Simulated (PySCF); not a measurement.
SMILES CC(=O)[SiH2][SeH], GFN2-xTB optimised geometry.

```
11

C      2.07    -0.73     0.00
C      0.57    -0.73     0.00
O     -0.09    -1.74     0.00
Si    -0.31     1.00     0.00
Se    -2.47     0.38    -0.04
H      2.47    -1.74     0.01
H      2.42    -0.20    -0.89
H      2.42    -0.18     0.87
H      0.10     1.74    -1.19
H      0.06     1.72     1.22
H     -2.10    -1.01    -0.03
```

Density from CAM-B3LYP/def2-TZVP run with PySCF 2.14.0 at that geometry.

Minimum of the electron density along straight lines between bonded atoms, close to the bond critical point (lines longer than 1.1 times the sum of covalent radii, or with two minima, are not listed):

```json
[
 {"bond": "C1–C2", "length / Å": "1.496", "ρ at the minimum / e bohr⁻³": "0.268", "∇²ρ there / e bohr⁻⁵": "-0.73", "position (fraction from the first atom)": "0.49"},
 {"bond": "C2–O3", "length / Å": "1.209", "ρ at the minimum / e bohr⁻³": "0.421", "∇²ρ there / e bohr⁻⁵": "[?]", "position (fraction from the first atom)": "0.34"},
 {"bond": "C2–Si4", "length / Å": "1.936", "ρ at the minimum / e bohr⁻³": "0.116", "∇²ρ there / e bohr⁻⁵": "0.12", "position (fraction from the first atom)": "0.62"},
 {"bond": "Si4–Se5", "length / Å": "2.248", "ρ at the minimum / e bohr⁻³": "0.097", "∇²ρ there / e bohr⁻⁵": "[?]", "position (fraction from the first atom)": "0.35"},
 {"bond": "C1–H6", "length / Å": "1.088", "ρ at the minimum / e bohr⁻³": "0.281", "∇²ρ there / e bohr⁻⁵": "-0.98", "position (fraction from the first atom)": "0.65"},
 {"bond": "C1–H7", "length / Å": "1.088", "ρ at the minimum / e bohr⁻³": "0.277", "∇²ρ there / e bohr⁻⁵": "-0.95", "position (fraction from the first atom)": "0.64"},
 {"bond": "C1–H8", "length / Å": "1.088", "ρ at the minimum / e bohr⁻³": "0.278", "∇²ρ there / e bohr⁻⁵": "-0.95", "position (fraction from the first atom)": "0.64"},
 {"bond": "Si4–H9", "length / Å": "1.461", "ρ at the minimum / e bohr⁻³": "0.127", "∇²ρ there / e bohr⁻⁵": "0.17", "position (fraction from the first atom)": "0.49"},
 {"bond": "Si4–H10", "length / Å": "1.461", "ρ at the minimum / e bohr⁻³": "0.127", "∇²ρ there / e bohr⁻⁵": "0.17", "position (fraction from the first atom)": "0.49"},
 {"bond": "Se5–H11", "length / Å": "1.439", "ρ at the minimum / e bohr⁻³": "0.187", "∇²ρ there / e bohr⁻⁵": "[?]", "position (fraction from the first atom)": "0.64"}
]
```

Problem. Complete the blanks.

Solution. 
- C2–O3, ∇²ρ there / e bohr⁻⁵: -0.06
- Si4–Se5, ∇²ρ there / e bohr⁻⁵: -0.01
- Se5–H11, ∇²ρ there / e bohr⁻⁵: -0.37
